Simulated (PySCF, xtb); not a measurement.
Cd(H)(SMe) (CH₄CdS), SMILES [S](C)[CdH].

xtb 6.7.1 with GFN2-xTB at its own geometry gives an orbital gap of 3.22 eV and a dipole moment of 2.56 D.

Geometry: B3LYP-D3(BJ)/def2-TZVP. The def2 effective core potentials stand for the cores of Cd; spin–orbit coupling is left out.

Question: What does PySCF with PBE/def2-TZVPD give? (The exact figures need the calculation; the answer reports its results.)

Answer: gap 3.66 eV (levels -5.37 and -1.70 eV), dipole 1.51 D.
